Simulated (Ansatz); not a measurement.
Geometry optimisation, RHF/def2-SVP in Ansatz 0.2.0.

Input file:

```yaml
crystal:
  periodic: [false, false, false]
  atoms:
    - { symbol: "N", position_ang: [1.929, 0.8197, 0.4326] }
    - { symbol: C, position_ang: [0.4502, 0.9465, 0.7197] }
    - { symbol: "N", position_ang: [-0.3473, 0.0866, -0.1914] }
    - { symbol: Ge, position_ang: [-1.0103, -1.4784, 0.484] }
    - { symbol: C, position_ang: [-0.5047, 0.4536, -1.5653] }
    - { symbol: O, position_ang: [-1.1602, -0.26, -2.3346] }
    - { symbol: H, position_ang: [2.0665, 1.2017, -0.5528] }
    - { symbol: H, position_ang: [2.205, -0.1238, 0.4521] }
    - { symbol: H, position_ang: [0.1147, 2.0187, 0.6596] }
    - { symbol: H, position_ang: [0.2941, 0.653, 1.8021] }
    - { symbol: H, position_ang: [-0.7521, -1.6562, 2.0114] }
    - { symbol: H, position_ang: [-2.6038, -1.4134, 0.3308] }
    - { symbol: H, position_ang: [-0.5787, -2.6763, -0.3163] }
    - { symbol: H, position_ang: [-0.1154, 1.3992, -1.9031] }
basis:
  gaussian: { orbitals: def2-SVP }
hamiltonian:
  xc: hf
relax:
  f_tol: 0.015
  max_steps: 40
```

Command:

```bash
$ ansatz run input.yaml --threads 2 --pin off --max-ram 3072MiB --backend cpu --events-out ev --progress --plain --runs-dir out
```

Task: Where does it end, and by what steps?

Result: The run converged. After 14 steps the energy has fallen by 0.917 eV; H7 moved furthest, 0.69 Å.

```tsv
step	energy less start (eV)	largest force component (eV/Å)	accepted
0	0.0000	4.395	yes
1	-0.4510	2.965	yes
2	-0.7736	1.287	yes
3	-0.8681	0.607	yes
4	-0.8911	0.162	yes
5	-0.9003	0.164	yes
6	-0.9086	0.126	yes
7	-0.9122	0.166	yes
8	-0.9126	0.285	yes
9	-0.9121	0.317	no
10	-0.9163	0.056	yes
11	-0.9169	0.016	yes
12	-0.9170	0.038	yes
13	-0.9172	0.015	yes
14	-0.9173	0.013	yes
```

```xyz
14
Properties=species:S:1:pos:R:3
N 1.879 0.680 0.607
C 0.493 1.039 0.560
N -0.379 0.168 -0.221
Ge -0.946 -1.527 0.348
C -0.791 0.531 -1.456
O -1.466 -0.156 -2.160
H 2.280 0.598 -0.310
H 2.037 -0.181 1.098
H 0.407 2.046 0.151
H 0.121 1.085 1.583
H -0.361 -1.649 1.763
H -2.468 -1.582 0.395
H -0.360 -2.611 -0.553
H -0.457 1.531 -1.777
```

The run took 58 s on 2 threads of Arm Neoverse V1, with other jobs on the host, peak memory 0.42 GiB.
